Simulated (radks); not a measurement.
Values are calculated unless marked as measured or tabulated.
The tantalum ion Ta3+, 70 electrons, occupied as [Xe] 4f14 5d2 (the NIST ground configuration). Code: a radial shooting solver on a logarithmic mesh with Libxc functionals. Model: scalar-relativistic Kohn-Sham, PBE, spin-polarised, spherical densities, finite nucleus; open shells are filled with parallel spins first (spin-orbit coupling, left out, can overturn this in heavy ions); Fermi nuclear charge, rms radius 5.3507 fm. Some entries of the table are withheld. Estimate them.

orbital,occ.,eigenvalue (eV),r(max) (bohr)
1s down,1,-67374.94,0.01168
1s up,1,-67374.94,0.01168
2s up,1,-11599.80,0.06686
2s down,1,-11599.71,0.06686
2p up,3,-10171.12,0.05476
2p down,3,-10171.05,0.05476
3s up,1,-2679.000,0.1887
3s down,1,-2678.984,0.1887
3p up,3,-2253.871,0.1865
3p down,3,-2253.851,0.1865
3d up,5,-1757.209,0.1520
3d down,5,-1757.155,0.1520
4s up,1,-568.5954,0.4289
4s down,1,-568.5280,0.4289
4p up,3,-429.0988,0.4496
4p down,3,-429.0377,0.4496
4d up,5,-250.3670,0.4614
4d down,5,-250.2912,0.4615
5s up,1,-101.3995,0.9893
5s down,1,-100.4399,0.9864
5p up,3,(1),1.124
5p down,3,(2),1.119
4f up,7,-52.9074,0.4414
4f down,7,-52.6866,0.4412
5d up,2,-29.8570,(3)
5d down,0,-28.1620,(4)
6s up,0,(5),2.438
6s down,0,(6),2.447
6p up,0,-20.5035,2.963

Answer. 
(1) 5p up eigenvalue (eV): -67.7112
(2) 5p down eigenvalue (eV): -66.3994
(3) 5d up r(max) (bohr): 1.505
(4) 5d down r(max) (bohr): 1.492
(5) 6s up eigenvalue (eV): -27.7059
(6) 6s down eigenvalue (eV): -26.1974
